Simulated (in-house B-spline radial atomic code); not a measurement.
**Ionising Cs²⁺ with different functionals**

Computed with a radial B-spline atomic code at the basis-set limit: four-component Dirac-Coulomb Hamiltonian, Fermi nucleus of rms radius 4.8041 fm, spin-restricted, spherical fractional occupations for the functionals, and exact exchange of hybrids averaged over the configuration. The ionisation energy is the difference of two self-consistent energies, [Kr] 4d10 5s2 5p5 → [Kr] 4d10 5s2 5p4, without Breit or QED terms; ε is the level of the shell that loses the electron (mean over j). The electron is taken from both j subshells in proportion to 2j + 1, so the result is a j average, not the step between ground levels.

| method | rung | ΔSCF (eV) | -ε(5p) (eV) |
| --- | --- | --- | --- |
| B3LYP | global hybrid | ? | ? |
| PBE0 | global hybrid | ? | ? |
| wB97X | range-separated hybrid | 33.97 | 32.69 |
| CAM-B3LYP | range-separated hybrid | 34.17 | 31.75 |

**Question.** What does B3LYP give?

**Answer.** ΔSCF 34.18 eV, and -ε(5p) = 30.01 eV.

**Question.** What does PBE0 give?

**Answer.** ΔSCF 34.20 eV, and -ε(5p) = 30.34 eV.

**Question.** Among the functionals, which spreads more, the ΔSCF values or the orbital energies?

**Answer.** The orbital energies: ΔSCF values span about 0.22 eV and the orbital energies 2.69 eV; here energy differences depend much less on the functional than eigenvalues do.

**Question.** How do they compare with the NIST value?

**Answer.** NIST lists 33.195 eV ± 0.004 (semi-empirical, ground level to ground level). Errors run from +0.78 to +1.00 eV. The correlated functionals all miss on the same side by more than they spread, so the cause is common to them (Breit-QED terms, spin polarisation, the choice among j levels, multiplet and fine-structure energies, or a listed next ion that isn't the cheapest removal here) and closeness doesn't rank the functionals.
